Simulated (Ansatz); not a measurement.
A structure relaxed at PBE0-D4/def2-TZVP, charge 0, multiplicity 1:

Cartesian coordinates in Å:
```
C -1.057 0.044 -0.957
N -0.469 0.292 0.344
Si 1.105 -0.026 0.843
F 2.204 0.913 0.168
Br 1.707 -2.070 0.246
H -2.030 -0.445 -0.862
H -1.182 0.963 -1.538
H -0.411 -0.626 -1.527
H -1.060 0.803 0.981
H 1.193 0.153 2.302
```

**Question.** Give its formula and SMILES.

**Answer.** CH5BrFNSi, `CN[SiH](F)Br`.

**Question.** Summarise the bond lengths by kind.

**Answer.** 1 × C–N 1.449 Å; 3 × C–H 1.091 to 1.095 Å; 1 × N–Si 1.682 Å; 1 × H–N 1.007 Å; 1 × F–Si 1.594 Å; 1 × Br–Si 2.213 Å; 1 × H–Si 1.473 Å.

Computed with Ansatz.
